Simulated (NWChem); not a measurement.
# Correlation energy of BF

```
B
F 1 1.2635
```
Charge 0, spin multiplicity 1.

Program: NWChem. Structure: optimised with B3LYP/def2-SVP, a minimum by its harmonic frequencies.

Basis set: STO-3G. Each correlation energy counts from its own Hartree-Fock reference.

```json
[
 {"method": "CR-CCSD[T]", "correlation energy (mHa)": "-85.5", "difference from CCSD(T)": "-0.7"},
 {"method": "CCSDT", "correlation energy (mHa)": "-84.9", "difference from CCSD(T)": "-0.2"},
 {"method": "CCSD(T)", "correlation energy (mHa)": "-84.8", "difference from CCSD(T)": "0.0"},
 {"method": "SCS-MP2", "correlation energy (mHa)": "-62.6", "difference from CCSD(T)": "+22.1"},
 {"method": "MP2", "correlation energy (mHa)": "-62.0", "difference from CCSD(T)": "+22.7"},
 {"method": "CR-CCSD(T)", "correlation energy (mHa)": "-84.1", "difference from CCSD(T)": "+0.7"},
 {"method": "CCSD+T(CCSD)", "correlation energy (mHa)": "-86.3", "difference from CCSD(T)": "-1.5"},
 {"method": "CCSD", "correlation energy (mHa)": "-77.9", "difference from CCSD(T)": "+6.9"}
]
```

The values span 24.3 mHa, from CCSD+T(CCSD) (lowest) to MP2 (highest). 

The correlated methods keep 2 core orbitals frozen. The structure started from a generated list of species. Differences from the coupled-cluster row are differences between methods, not errors against experiment.
